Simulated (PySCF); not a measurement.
C3H6FNSi, SMILES F[SiH2]N1C=CC1.

Coordinates come from a PBE-D3(BJ)/def2-SVP optimisation. The structure was generated by enumeration, and PubChem lists no compound with its InChIKey, so it may never have been made. The values are those of a single conformer.

Two levels are set side by side: TDA-PBE/def2-SVPD (PySCF) and TDA-LC-ωPBE/def2-SVPD (PySCF). Vertical, same geometry. The lowest singlet is HOMO→LUMO+1 83 % with PBE and HOMO→LUMO+1 47 %, HOMO→LUMO 35 % with the other functional; states are paired by order. Differences are taken from unrounded values.

```tsv
quantity	TDA-LC-ωPBE
lowest singlet excitation (eV)	6.35
lowest triplet excitation (TDA) (eV)	3.56
first bright state (f over 0.05) (eV)	6.35
its oscillator strength	0.32
```

### Question
What does TDA-PBE give, and how far is it from TDA-LC-ωPBE? (The exact figures need the calculation; the answer reports its results.)

### Answer

| quantity | TDA-PBE | TDA-PBE minus TDA-LC-ωPBE |
|---|---|---|
| lowest singlet excitation (eV) | 5.06 | -1.29 |
| lowest triplet excitation (TDA) (eV) | 3.71 | 0.15 |
| first bright state (f over 0.05) (eV) | 5.45 | -0.90 |
| its oscillator strength | 0.18 | -0.15 |

A lower first singlet is the usual sign of a functional without exact exchange. Differences between two approximate levels are no errors against the true value.

Rough cost on one machine, each run with all the roots and properties that it gave: TDA-LC-ωPBE against TDA-PBE about 3 times.
